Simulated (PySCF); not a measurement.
## Xe⁺: excitation energy

Xe⁺ [Kr] 4d10 5s2 5p5 (2P) → Xe⁺ [Kr] 4d10 5s1 5p6 (2S), as a difference of total energies. Calculation: PySCF 2.14, in aug-cc-pwCVTZ-DK3 (10s9p7d4f1g, 109 functions); scalar relativity by spin-free X2C-1e. Correlated levels: valence: [Kr] 4d10 frozen; valence and next inner shell: [Ar] 3d10 frozen. The calculations carry no spin-orbit coupling.

| method | excitation energy (eV) |
| --- | --- |
| UHF | 14.906 |
| LDA | 12.097 |
| PBE | 12.112 |
| PBE0 | 12.820 |
| r2SCAN | 12.567 |
| LC-wPBE | 13.331 |
| CAM-B3LYP | 13.041 |
| M06 | 12.592 |
| MP2 (valence) | 12.934 |
| SCS-MP2 (valence) | 12.711 |
| MP2 (valence and next inner shell) | 12.296 |
| SCS-MP2 (valence and next inner shell) | 12.175 |

Task: How much does correlation contribute at MP2 (valence and next inner shell)?

Result: 12.296 − (14.906) = -2.610 eV, measured against UHF.

Errors of the correlated levels include the incompleteness of this basis and the frozen core.

Every method misses the reference by a wide margin, which points to the basis or the choice of state and not to the methods.

For comparison: 10.831 eV (measured; NIST levels, between the centres of gravity of the two terms).
